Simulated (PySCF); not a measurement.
C5H8N2Si.
Cartesian coordinates in Å at the GFN2-xTB level; atoms count from 1:
```xyz
16
C5H8N2Si angstrom
C     -2.8786    0.9960    0.4116
C     -2.2617   -0.0111   -0.1943
C     -0.8431   -0.2779   -0.1327
C     -0.1591   -1.3447   -0.7686
N      1.1248   -1.3084   -0.5155
N      1.3307   -0.2409    0.2783
Si     2.9841    0.0635    0.7862
C      0.1650    0.3974    0.5250
H     -2.3452    1.7115    1.0139
H     -3.9418    1.1391    0.3261
H     -2.8287   -0.7131   -0.7925
H     -0.5719   -2.1163   -1.3894
H      3.7676    0.2828   -0.4250
H      2.8886    1.2650    1.6162
H      3.4179   -1.1060    1.5430
H      0.1440    1.2720    1.1425
```

Computed with PySCF 2.14.0, density-fitted response routines, TDDFT CAM-B3LYP/def2-SVPD, vertical, gas phase, core orbitals frozen in the response.

Kohn–Sham orbitals with the atoms that hold most of them (Löwdin shares over 4%, at most four atoms; ? is withheld):

```json
{"orbital": "HOMO-3", "ε (eV)": "-10.43", "atoms": "C2 28%, C1 19%, C3 18%, N6 8%"}
{"orbital": "HOMO-2", "ε (eV)": "-9.71", "atoms": "N5 63%, C4 12%, N6 10%, C3 5%"}
{"orbital": "HOMO-1", "ε (eV)": "-8.95", "atoms": "?"}
{"orbital": "HOMO", "ε (eV)": "-7.64", "atoms": "C1 22%, C3 19%, C2 15%, C8 13%"}
{"orbital": "LUMO", "ε (eV)": "?", "atoms": "?"}
{"orbital": "LUMO+1", "ε (eV)": "1.01", "atoms": "Si7 42%, H14 12%, H15 10%, H13 10%"}
{"orbital": "LUMO+2", "ε (eV)": "1.24", "atoms": "Si7 58%, H13 10%, H15 10%, H14 9%"}
```

(1) Which atoms hold the LUMO, and with what shares?

(2) Give the leading atoms of the HOMO-1.

(3) What is the LUMO energy, and the HOMO–LUMO gap?

Answers

(1) C1 (bonded to C and 2 H) 20%; C2 (bonded to 2 C and H) 19%; C8 (bonded to C, N and H) 17%; C3 (bonded to 3 C) 11%.

(2) N5 (bonded to C and N) 26%; C4 (bonded to C, N and H) 24%; N6 (bonded to C, N and Si) 21%; C8 (bonded to C, N and H) 16%. By element: nitrogen 47%, carbon 40% or more.

(3) ε(LUMO) = 0.40 eV; the gap is 8.04 eV (0.2956 hartree).

Task: How does S1 compare with the orbital gap of 8.04 eV?

Result: S1 is at 5.25 eV (f = 0.324), 2.79 eV below the gap, made of HOMO→LUMO (97%). Without the coupling terms of the response equations the lowest excitation would equal the gap.

Task: One configuration dominates each of S1 and S3. Which, and how do the shares of the two leading atoms of either orbital change from the occupied to the empty one?

Result: 
- S1 (5.25 eV, f 0.324), HOMO→LUMO (97%): C1 22% → 20%, C3 19% → 11%, C2 15% → 19%
- S3 (6.16 eV, f 0.0001), HOMO→LUMO+1 (80%): C1 22% → at most 10%, C3 19% → at most 10%, Si7 at most 13% → 42%, H14 at most 13% → 12%

Löwdin shares depend on the basis, the more so with diffuse functions.

One conformer stands for the species.
